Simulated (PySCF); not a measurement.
Distances in Å between the heavy atoms of a computed structure (BHandHLYP/6-31G*; lower triangle, same order across):
```
F1    0.00
C2    1.37  0.00
C3    2.37  1.49  0.00
C4    2.72  2.48  1.33  0.00
C5    4.17  3.80  2.40  1.45  0.00
F6    4.89  4.82  3.56  2.36  1.34  0.00
C7    5.03  4.34  2.85  2.45  1.32  2.32  0.00
C8    4.86  3.84  2.52  2.85  2.43  3.68  1.50  0.00
C9    3.75  2.56  1.51  2.46  2.80  4.11  2.51  1.53  0.00
```

Hydrogens: 2 on C2, 1 on C4, 1 on C7, 2 on C8, 2 on C9.

Neutral, closed shell.

Q: Read off the bonds between heavy atoms and their formal orders.

A: F1–C2 (single); C2–C3 (single); C3–C4 (double); C4–C5 (single); C5–F6 (single); C5–C7 (double); C7–C8 (single); C8–C9 (single); C3–C9 (single).

Q: Which species is it?

A: `FCC1=CC(F)=CCC1`, C7H8F2. Among its features: C=C double bond and C–F bond.

Q: Which rings does it hold (smallest set)?

A: C3–C4–C5–C7–C8–C9 (6 members, 0.16 Å rms from planarity).

Q: Describe the place of each heavy atom.

A: F1: alkyl fluorine; C2: sp3 C–F carbon; C3: fully substituted alkene carbon; C4: alkene CH carbon; C5: vinylic C–F carbon; F6: vinyl fluorine; C7: alkene CH carbon; C8: allylic carbon; C9: allylic carbon.

The values belong to the conformer `[F:1][CH2:2][C:3]1=[CH:4][C:5]([F:6])=[CH:7][CH2:8][CH2:9]1`: F1–C2–C3–C4 -2°.
